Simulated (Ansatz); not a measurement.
Stepwise reaction of `N[SiH2][GeH2][NH2]` with water, as a gas-phase model of exchange steps in deposition or etching. ΔE in kJ/mol.

Gas-phase electronic energies from Ansatz, PBE0-D4/def2-TZVP geometries. CBS: MP2 limit from def2 TZ/QZ plus the TZ coupled-cluster correction, frozen cores. This one scheme is used for every species. DFT in def2-TZVPP. B3LYP here is the variant with VWN-RPA as its local correlation; programs differ in this. For Ge outer-core shells are correlated without core-valence functions, which leaves a few kJ/mol of doubt a bond. Scalar relativity is left out up to krypton. Each species was taken in one conformer, which may not be the lowest.

```tsv
step	reaction	PBE-D4	B3LYP-D4	ωB97M-V	CCSD(T)/CBS
1	`N[SiH2][GeH2][NH2]` + H₂O → `[NH2][GeH2][SiH2]O` + NH₃	-49.5	-50.2	-50.3	-46.5
2	`[NH2][GeH2][SiH2]O` + H₂O → `O[SiH2][GeH2][OH]` + NH₃	-8.6	-15.8	-13.4	-11.1
```

Problem. By hand: ΔE of the 2 steps together at CCSD(T)/CBS.

Solution. (-46.5) + (-11.1) = -57.6 kJ/mol, or -28.8 kJ/mol a step.

In ΔE each step is higher than the one before. All are downhill at CCSD(T)/CBS. PBE-D4 differs from CCSD(T)/CBS by -3.0 to 2.5 kJ/mol a step. Isolated molecules leave out the surface, adducts and barriers. Largest T1 diagnostic: 0.012.
